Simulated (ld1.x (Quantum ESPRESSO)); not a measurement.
**Which change was made? (Si, TM)**

silicon, norm-conserving Troullier–Martins (Kleinman–Bylander form), made with ld1.x (Quantum ESPRESSO) 7.5 (BLYP, scalar-relativistic). Core [Ne], reference 3s2 3p2. Waves: 3p (bound): rc 1.50 bohr; 3s (bound): rc 1.40 bohr. Local part: the s channel. Core correction: Bessel-smoothed model core inside 1.10 bohr.

Cutoffs, loose and tight: the cutoffs (Ry, on a coarse ladder) from which the occupation-weighted sum of valence levels, in a spherical-Bessel basis at the reference potential, stays within 10 and 1 mRy of its value at 400 Ry. They do not see the model core or the augmentation charge, which bear on the density cutoff. Test errors are all-electron minus pseudo excitation energies from the reference, over the configurations 3s2 3p1; 3s2 3p0; 3s1 3p0; 3s0 3p4; 3s1 3p2; 3s1 3p3; 3s2 3p2.3; variants that change the core or the reference have their own tests.

The base gives: outcome: generated; cutoff, loose: 35 Ry; cutoff, tight: 80 Ry; bound ghosts: none; largest test error (meV): +47.

Problem. After one change the result is: outcome: generated; cutoff, loose: 30 Ry; cutoff, tight: 70 Ry; bound ghosts: none; largest test error (meV): +97. Which change was it?
A. wave 3s (bound): rc 1.40 bohr becomes 3s (bound): rc 0.96 bohr
B. core correction Bessel-smoothed model core inside 1.40 bohr
C. reference 3s1 3p0
D. all radii but the core radius scaled by about 0.86 (s 1.20, p 1.28 bohr)

Solution. C. The others give: wave 3s (bound): rc 1.40 bohr becomes 3s (bound): rc 0.96 bohr → outcome: generated; cutoff, loose: 260 Ry; cutoff, tight: 300 Ry; bound ghosts: s (extra level of the local part); largest test error (meV): +426 | all radii but the core radius scaled by about 0.86 (s 1.20, p 1.28 bohr) → outcome: generated; cutoff, loose: 80 Ry; cutoff, tight: 160 Ry; bound ghosts: none; largest test error (meV): +57 | core correction Bessel-smoothed model core inside 1.40 bohr → outcome: generated; cutoff, loose: 35 Ry; cutoff, tight: 80 Ry; bound ghosts: none; largest test error (meV): +70.
